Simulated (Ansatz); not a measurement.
**Which isomer of CH4BrClSi gives these data?**

These gas-phase data were calculated for one isomer of CH4BrClSi at B3LYP-D3(BJ)/def2-SVP (harmonic, unscaled wavenumbers; equilibrium rotational constants with average atomic masses):

| Item | Value |
| --- | --- |
| rotational constants | 15.32, 0.7611, 0.7349 GHz |
| all wavenumbers above 1500 cm⁻¹ | 3171, 3096, 2276, 2265 |
| dipole moment | 0.45 D (PBE0/def2-TZVPD) |

Candidates:

(1) `C[Si@H](Cl)Br`, a singlet
(2) `Cl[SiH2]CBr`, a singlet

Which candidate do the data belong to?

Candidate (2). 2 modes lie between 2000 and 2380 cm⁻¹, one for each Si–H bond, while (1) has 1.

The same quantities for all candidates:

```
     rotational constants (GHz)  wavenumbers above 1500 cm⁻¹  dipole (D)  E above the lowest, B3LYP-D3(BJ)/def2-SVP (kcal/mol)
(1)          3.957, 1.445, 1.13       3142, 3134, 3037, 2268        2.08                                                   0.0
(2)       15.32, 0.7611, 0.7349       3171, 3096, 2276, 2265        0.45                                                  37.5
```

Harmonic stretches to hydrogen usually lie a few per cent above observed fundamentals. Each candidate is one conformer. Programs: Ansatz 0.2.0.
